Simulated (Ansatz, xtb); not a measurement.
# C3H5FN2Si: 8 structures ranked

8 gas-phase structures of C3H5FN2Si, from a drawn sample of its isomers (lower ones may exist). Each was relaxed with GFN2-xTB:

A. `Fc1ccn([SiH3])n1`, a singlet
B. `Fc1cc([SiH3])[nH]n1`, a singlet
C. `Fc1c[nH]nc1[SiH3]`, a singlet
D. `Fc1n[nH]cc1[SiH3]`, a singlet
E. `Fc1cc([SiH3])n[nH]1`, a singlet
F. `Fc1cn[nH]c1[SiH3]`, a singlet
G. `Fc1[nH]ncc1[SiH3]`, a singlet
H. `Fc1ccnn1[SiH3]`, a singlet

**Question.** Which do you expect lowest at r2SCAN-D4/def2-SVP, and how would the others follow?

**Answer.** Calculated order at r2SCAN-D4/def2-SVP: A (0.0), H (3.8), D (5.1), B (7.2), G (9.0), F (11.2), E (12.4), C (13.2) kcal/mol. Less than 1 kcal/mol parts E and C, so the order within that pair means little.

Energies above the lowest of each column, in kcal/mol; the last columns are at B3LYP/def2-SVP geometries and were run for some of them only (a dash: not run or not comparable):

```csv
structure,GFN2-xTB,HF/STO-3G,r2SCAN-D4/def2-SVP,B3LYP/def2-SVP,CCSD(T)/def2-SVP + ΔMP2/def2-TZVPP
A,0.0,0.0,0.0,0.0,0.0
H,0.3,0.2,3.8,3.6,3.8
D,20.5,14.5,5.1,6.8,8.9
B,20.7,14.6,7.2,8.8,10.9
G,21.8,15.0,9.0,10.4,12.6
F,21.8,17.1,11.2,–,–
E,24.2,16.2,12.4,–,–
C,24.0,18.1,13.2,–,–
```

Every level run on A puts it lowest or level with the lowest. Some further structures that were screened fall inside this span and aren't listed. Frequencies (GFN2-xTB) were run for A, B, D, G, H alone. ΔMP2 is the change of the MP2 energy from the smaller to the larger basis.

Over these structures GFN2-xTB departs from r2SCAN-D4/def2-SVP by 5.4 kcal/mol on average once a common shift is removed. A GFN2-xTB relaxation took about 0.25 s and the r2SCAN-D4/def2-SVP energy about 5.6 s on a shared host (Ansatz 0.2.0, xtb 6.7.1).
